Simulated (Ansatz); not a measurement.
Two members of one family (Sn nanocrystals, hexagonal, H-capped), computed with Ansatz in the gas phase; def2 core potentials for Sn, no spin–orbit coupling. Binding counts from free atoms in the multiplicity of their measured ground term, without zero-point energy. Sets without diffuse functions give affinities that are too small. A dash marks a value that wasn't run or was left out as unsound. The structures are stationary points that may keep the symmetry of their start. Remarks come from the PBE and PBE0 runs and from stability tests at other levels; not every state was tested. A HOMO above zero means that the electron is unbound at that level and held by the basis, or that self-interaction error raises the level; the energy of removing that electron tells which. HOMO above LUMO (over both spins in singlets and doublets, within one spin in higher multiplets; at PBE or PBE0), or a gap under 0.15 eV within one spin, warns that the state may not be the lowest or that an electron is smeared out.

First: Sn11H18 (singlet, charge 0, PBE-D4/def2-SVP geometry).

Cartesian coordinates in Å:
```
Sn 2.924 1.625 0.581
Sn 2.519 -0.804 -0.795
Sn 0.462 -1.347 3.311
Sn 1.018 -2.565 0.833
Sn 1.118 -0.319 -3.192
Sn -1.357 -3.308 -0.490
Sn 0.428 2.770 1.209
Sn -0.956 1.059 2.978
Sn -1.028 3.208 -1.162
Sn -1.394 0.809 -2.593
Sn -2.918 -1.052 -1.118
H 3.817 1.325 2.040
H 3.866 2.720 -0.385
H 4.059 -1.538 -1.154
H 1.965 -0.983 4.102
H -0.411 -2.437 4.346
H 1.959 -4.003 1.124
H 2.028 0.742 -4.224
H 0.899 -1.814 -4.051
H -0.943 -4.109 -1.975
H -2.265 -4.437 0.467
H 0.689 4.301 1.999
H -1.172 1.845 4.512
H -2.537 0.721 2.348
H -0.167 4.343 -2.157
H -2.570 3.921 -0.790
H -2.227 1.164 -4.082
H -3.486 -0.313 0.347
H -4.320 -1.525 -2.030
```

```
              level  HOMO (eV)  LUMO (eV)  gap (eV)  vertical EA (eV)  binding per atom (eV)
    PBE-D4/def2-SVP      -5.92      -2.46      3.47                 –                   2.39
   PBE-D4/def2-TZVP      -5.98      -2.58      3.40              1.22                   2.40
r2SCAN-D4/def2-TZVP      -6.19      -2.38      3.81                 –                   2.42
   PBE0-D4/def2-SVP      -6.78      -1.70      5.08                 –                   2.39
  PBE0-D4/def2-TZVP      -6.79      -1.79      5.00              0.86                   2.40
```

Remarks: HOMO above zero (-1 doublet).

Second: Sn24H30 (singlet, charge 0, PBE-D4/def2-SVP geometry).

```xyz
54

Sn    5.1411   -0.5420   -1.2834
Sn    4.4581   -1.3621   -3.8980
Sn    3.4980    0.7930    2.8876
Sn    2.5267    3.3999    3.3435
Sn    2.8251   -0.0073    0.2501
Sn    1.3218    2.0148   -1.0356
Sn    1.6496   -1.3655   -4.1741
Sn    0.6266    1.2178   -3.6681
Sn   -0.2815    3.3969    3.0952
Sn   -0.9987    2.6088    0.4658
Sn   -2.4792    4.6359   -0.8350
Sn   -2.1819    1.2618   -3.9566
Sn   -3.1649    3.8601   -3.4626
Sn    2.3751   -1.0124    4.7385
Sn    1.1903   -2.3125    0.3280
Sn    0.4933   -3.1307   -2.2986
Sn   -0.4312   -0.9796    4.4777
Sn   -1.4411    1.6116    4.9433
Sn   -1.1342   -1.8122    1.8581
Sn   -2.5529    0.2470    0.5385
Sn   -2.3182   -3.1747   -2.5604
Sn   -3.2667   -0.5567   -2.0870
Sn   -2.7055   -4.1622    1.9231
Sn   -3.4356   -4.9631   -0.6849
H     6.1283    0.8874   -1.3499
H     6.0858   -1.7721   -0.5003
H     5.1712   -0.2903   -5.0652
H     5.0898   -2.9508   -4.2092
H     5.2363    0.7817    3.0490
H     3.2101    4.4857    2.1713
H     3.0017    3.9681    4.9164
H     2.3017    3.4557   -1.1296
H     1.1930   -1.8590   -5.7846
H     1.3377    2.3495   -4.7916
H    -0.8894    5.0078    3.3792
H    -1.5524    6.1057   -0.8687
H    -3.9199    4.9682    0.0800
H    -2.6013    0.7453   -5.5700
H    -2.4927    4.9793   -4.6096
H    -4.8909    3.8937   -3.6654
H     2.8488   -0.5987    6.3602
H     2.9655   -2.6148    4.4198
H     2.0875   -3.6004    1.0929
H     1.1206   -4.7389   -2.5584
H    -1.1359   -2.0909    5.6234
H    -1.1169    2.1128    6.5759
H    -3.1654    1.6066    4.7345
H    -4.0130    0.5752    1.4384
H    -2.7351   -3.6519   -4.1854
H    -5.0077   -0.5434   -2.2127
H    -1.8067   -5.4288    2.7026
H    -4.1266   -3.8870    2.8850
H    -2.8728   -6.5780   -0.9924
H    -5.1656   -4.9848   -0.8406
```

Problem. Estimate how these quantities change from the first to the second (second minus first).

Solution. 
| level | Δ HOMO (eV) | Δ LUMO (eV) | Δ gap (eV) | Δ vertical EA (eV) | Δ binding per atom (eV) |
| --- | --- | --- | --- | --- | --- |
| PBE-D4/def2-SVP | 0.26 | -0.48 | -0.74 | – | 0.10 |
| PBE-D4/def2-TZVP | 0.25 | -0.47 | -0.72 | 0.77 | 0.10 |
| r2SCAN-D4/def2-TZVP | 0.26 | -0.52 | -0.78 | – | 0.09 |
| PBE0-D4/def2-SVP | 0.30 | -0.61 | -0.91 | – | 0.10 |
| PBE0-D4/def2-TZVP | 0.29 | -0.59 | -0.88 | 0.82 | 0.10 |

Remarks: gap within one spin near zero at PBE or PBE0 (-1 doublet).
